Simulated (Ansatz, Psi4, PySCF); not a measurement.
C2H5O2 (SMILES O[CH]CO), doublet, geometry from GFN2-xTB. Base run: PySCF with PBE0/6-31G**.

PySCF was given this input:
```python
from pyscf import gto, scf, dft

mol = gto.M(
    atom='''
O     1.459277    0.027789   -0.235416
C     0.460198   -0.768555    0.284922
C    -0.927050   -0.328160   -0.017056
O    -1.091260    1.064686    0.061515
H     2.318009   -0.362089   -0.052347
H     0.671417   -1.811979    0.450257
H    -1.228408   -0.670063   -1.032965
H    -1.623088   -0.780087    0.696539
H    -0.280953    1.464707   -0.277471
''',
    basis='6-31g**',
    charge=0,
    spin=1,
    verbose=3,
)

mf = dft.UKS(mol)
mf.xc = 'pbe0'
mf.kernel()
```

The same geometry, method and basis name were run in Ansatz (an electronic-structure program) and Psi4 and PySCF, at each program's defaults and at the settings that a row names. The base is PySCF at its defaults. Differences at the defaults can come from grids, fitting, cores and function types together.

| code and settings | ΔE vs base (mEh) | basis functions | E (Eh) | SCF cycles | dipole (D) |
|---|---|---|---|---|---|
| PySCF, defaults (exact integrals, its default grid, spherical functions) | 0.000 | 81 | -229.33608 | 11 | 3.08 |
| Psi4, defaults (density fitting with its default set, its default grid, Cartesian functions) | -2.878 | 85 | -229.33895 | 10 | 3.08 |
| Ansatz, defaults (factorised integrals, its default grid, Cartesian functions) | -2.863 | 85 | -229.33894 | - | - |
| PySCF, density fitting with def2-universal-jkfit | -0.044 | 81 | -229.33612 | 11 | 3.08 |
| PySCF, fine grid | -0.002 | 81 | -229.33608 | 11 | 3.08 |
| Psi4, exact integrals, spherical functions, fine grid | -0.001 | 81 | -229.33608 | 13 | 3.08 |
| Ansatz, high accuracy, Cartesian functions as the basis file defines them | -2.869 | 85 | -229.33894 | - | - |

Open shells are given as the SCF converged; they aren't shown to be the lowest states, and a large step between rows can be another state.
